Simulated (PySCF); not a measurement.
**Electronic structure of C+ (carbon, charge +1) at the UHF level**

Configuration: [He] 2s2 2p1, 2P determinant. Calculation: PySCF 2.14, in jorge-DZP-DKH; the spin-free X2C one-electron Hamiltonian (Gaussian nucleus).

```json
{
 "Total energy": "-37.306413 hartree",
 "One-electron energy": "-47.5696 hartree",
 "Hartree (Coulomb) energy": "15.0078 hartree",
 "Exchange energy": "-4.7445 hartree",
 "⟨S²⟩": "0.7552",
 "⟨L²⟩": "2.013",
 "Sum of ⟨r⟩": "4.977 bohr",
 "Sum of ⟨r²⟩": "8.161 bohr²",
 "Traceless quadrupole moment −½Σ⟨3z² − r²⟩ along its main axis": "-1.08 e·bohr²",
 "Langevin diamagnetic susceptibility": "-6.46 ×10⁻⁶ cm³/mol",
 "Time after the integrals": "0.05 s of wall time on 1 thread of Neoverse-V1 (shared host)"
}
```

| shell | electrons | mean orbital energy (eV) | rms radius, mean of both spins (bohr) |
| --- | --- | --- | --- |
| 1s α | 1 | -324.43 | 0.311 |
| 1s β | 1 | -323.63 | 0.311 |
| 2s α | 1 | -33.343 | 1.63 |
| 2s β | 1 | -29.629 | 1.63 |
| 2p α | 1 | -24.855 | 1.64 |
